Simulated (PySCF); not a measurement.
Species: C6H4N4.
Numbering: `[CH2:1]=[CH:2][c:3]1[n:4][n:5][cH:6][c:7]([C:8]#[N:9])[n:10]1` (hydrogens: H11, H12 on C1; H13 on C2; H14 on C6)

Computed with PySCF 2.14.0, density-fitted response routines, TDDFT CAM-B3LYP/def2-SVPD, vertical, gas phase, core orbitals frozen in the response. Geometry: GFN2-xTB, one conformer, isolated molecule. GFN2-xTB frequencies show an imaginary mode (32i cm⁻¹), so this geometry is no minimum at that level. Torsions of this conformer, `[CH2:1]=[CH:2][c:3]1[n:4][n:5][cH:6][c:7]([C:8]#[N:9])[n:10]1`: C1–C2–C3–N4 180°.

Kohn–Sham orbitals with the atoms that hold most of them (Löwdin shares over 4%, at most four atoms; ? is withheld):

```json
{"orbital": "LUMO+2", "ε (eV)": "0.99", "atoms": "C8 26%, C6 15%, C7 14%, C3 9%"}
{"orbital": "LUMO+1", "ε (eV)": "-1.53", "atoms": "C6 17%, C3 17%, C1 16%, N4 9%"}
{"orbital": "LUMO", "ε (eV)": "-2.07", "atoms": "?"}
{"orbital": "HOMO", "ε (eV)": "?", "atoms": "?"}
{"orbital": "HOMO-1", "ε (eV)": "-9.40", "atoms": "C1 27%, C2 25%, C6 11%, N4 9%"}
{"orbital": "HOMO-2", "ε (eV)": "-11.06", "atoms": "N9 22%, C8 15%, C7 12%, N10 10%"}
{"orbital": "HOMO-3", "ε (eV)": "-11.50", "atoms": "N10 52%, N4 11%, C3 9%, C7 7%"}
```

Q: Which atoms hold the LUMO, and with what shares?

A: N10 (bonded to 2 C) 21%; C7 (bonded to 2 C and N) 19%; N4 (bonded to C and N) 16%; N5 (bonded to C and N) 16%. By element: nitrogen 53% or more, carbon 19% or more.

Q: Give the leading atoms of the HOMO.

A: N4 (bonded to C and N) 34%; N5 (bonded to C and N) 33%; N10 (bonded to 2 C) 11%; C6 (bonded to C, N and H) 8%. By element: nitrogen 78% or more, carbon 8% or more.

Q: What is the HOMO energy, and the HOMO–LUMO gap?

A: ε(HOMO) = -8.94 eV; the gap is 6.87 eV (0.2524 hartree).

Q: The HOMO–LUMO gap is 6.87 eV. Where does the response calculation put the lowest singlet, and from which orbitals?

A: S1 is at 2.89 eV (f = 0.0031), 3.98 eV below the gap, made of HOMO→LUMO (96%). Without the coupling terms of the response equations the lowest excitation would equal the gap.

Q: Give energy, strength and leading configuration of S1, S2, S3, S5 and S7, and follow the Löwdin shares of the leading atoms from the occupied to the empty orbital.

A: 
- S1 (2.89 eV, f 0.0031), HOMO→LUMO (96%): N4 34% → 16%, N5 33% → 16%, N10 11% → 21%, C7 at most 8% → 19%
- S2 (3.60 eV, f 0.0001), HOMO→LUMO+1 (96%): N4 34% → 9%, N5 33% → at most 9%, C6 8% → 17%, C3 at most 8% → 17%
- S3 (4.52 eV, f 0.063), HOMO-1→LUMO (92%): C1 27% → at most 16%, C2 25% → at most 16%, N10 at most 10% → 21%, C7 at most 10% → 19%
- S5 (5.36 eV, f 0.448), HOMO-1→LUMO+1 (93%): C1 27% → 16%, C2 25% → at most 9%, C6 11% → 17%, C3 at most 10% → 17%
- S7 (6.13 eV, f 0.223), HOMO-2→LUMO (89%): N9 22% → at most 16%, C8 15% → at most 16%, N10 10% → 21%, C7 12% → 19%

Löwdin shares depend on the basis, the more so with diffuse functions.

On Arm Neoverse V1, one thread (shared host), this took 81 s wall (with the writing of density and orbital grids) and 1.1 GiB of memory at its peak.
